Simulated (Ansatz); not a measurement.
Geometry optimisation, RKS LDA/def2-SVP in Ansatz 0.2.0.

Input file:

```yaml
crystal:
  periodic: [false, false, false]
  atoms:
    - { symbol: B, position_ang: [0.0, 0.0, 0.0] }
    - { symbol: H, position_ang: [0.0, 0.0, 1.54] }
    - { symbol: C, position_ang: [1.3856, 0.0, -0.8] }
    - { symbol: H, position_ang: [1.7152, -1.0462, -0.9702] }
    - { symbol: H, position_ang: [1.2491, 0.508, -1.7774] }
    - { symbol: H, position_ang: [2.1552, 0.5381, -0.2082] }
    - { symbol: H, position_ang: [-1.0305, 0.0, -0.595] }
    - { symbol: Br, position_ang: [0.1049, 2.2181, 0.7379] }
    - { symbol: H, position_ang: [0.041, 0.8666, 1.7013] }
basis:
  gaussian: { orbitals: def2-SVP }
hamiltonian:
  xc: lda
relax:
  f_tol: 0.15
  max_steps: 25
  restrain:
    - { distance: [0, 7], at: 3.24, k: 30.0 }
    - { distance: [8, 1], at: 1.86, k: 30.0 }
    - { distance: [0, 1], at: 1.19, k: 30.0 }
    - { distance: [8, 7], at: 1.55, k: 30.0 }
output:
  orbitals: {}
```

Run as:

```bash
$ ansatz run input.yaml --threads 2 --pin off --max-ram 3072MiB --backend cpu --events-out ev --progress --plain --runs-dir out
```

Where does it end, and by what steps?

The forces met the threshold. The restraints hold the end off the free minimum. After 8 steps the energy has fallen by 0.997 eV (the restraints' own energy left out); Br8 moved furthest, 0.83 Å. Parted: B1–Br8 (2.34 → 3.23 Å). Joined: B1–H2 (1.54 → 1.21 Å).

```csv
step,energy less start (eV),largest force component (eV/Å),accepted
0,0.0000,3.334,yes
1,-0.4683,1.915,yes
2,-0.6322,2.601,yes
3,-0.7164,2.049,yes
4,-0.9462,1.409,yes
5,-0.9700,1.442,yes
6,-0.9869,1.276,yes
7,-0.9927,1.259,yes
8,-0.9969,1.272,yes
```

```xyz
9
Properties=species:S:1:pos:R:3
B 0.101 -0.147 0.021
H 0.145 -0.417 1.199
C 1.402 -0.063 -0.794
H 1.557 -1.143 -1.077
H 1.330 0.485 -1.754
H 2.314 0.227 -0.231
H -1.004 -0.098 -0.495
Br -0.181 2.851 1.198
H -0.045 1.390 1.562
```

The run took 6.7 s on 2 threads of Intel(R) Xeon(R) Platinum 8488C (Sapphire Rapids), with other jobs on the host, peak memory 0.14 GiB.
